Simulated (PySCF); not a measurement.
SMILES C=Cc1cccs1 at its GFN2-xTB optimised geometry (Å):

```
13

C      2.2923    -1.7134     0.0000
C      0.9639    -1.7619     0.0000
C      0.0948    -0.6161     0.0000
C     -1.2751    -0.6161     0.0000
C     -1.8343     0.6764     0.0000
C     -0.8892     1.6521     0.0000
S      0.7051     1.0144    -0.0001
H      2.8920    -2.6062     0.0000
H      2.8192    -0.7733     0.0000
H      0.4498    -2.7151     0.0000
H     -1.8603    -1.5186     0.0000
H     -2.8920     0.8711     0.0000
H     -1.0279     2.7151     0.0000
```

Computed with PySCF with PBE0/def2-TZVP. Cells within 0.4 Å of a nucleus heavier than hydrogen are left out (blank, or x).

Map of the Laplacian of the electron density (e/bohr⁵), clipped to [-1.50, 1.50] on the plane z = 0.0 Å:

```
|55555555555555555555555555555|
|55555555555555555555555555555|
|55555555555555555555555555555|
|55555555555555555555555555555|
|55555555555555555555555555555|
|55555555555555555555555555555|
|55555555555055555555555555555|
|55555555555035555555555555555|
|55555555555125555555555555555|
|55555555555xx4554455555555555|
|55555555552xx2399945555555555|
|555555034x13543xxx35555555555|
|55555501xx855549x945555555555|
|555555555x3555534455555555555|
|55555555532555434555555555555|
|5555555554xx33xx5555555555555|
|5555555554xx11xx4555540555555|
|55555555521455513555522555555|
|55555555404555544x33xx4555555|
|5555555554555555xx00xx4555555|
|55555555555555541x45513555555|
|55555555555555502555530455555|
|55555555555555504555553555555|
|55555555555555555555555555555|
|55555555555555555555555555555|
|55555555555555555555555555555|
|55555555555555555555555555555|
|55555555555555555555555555555|
|55555555555555555555555555555|
```
Scale: ten equal steps from -1.50 (start of '0') to 1.50 (end of '9'), in the order '0123456789'; x runs from -5.00 to 5.00, y from -5.00 (bottom) to 5.00 (top).
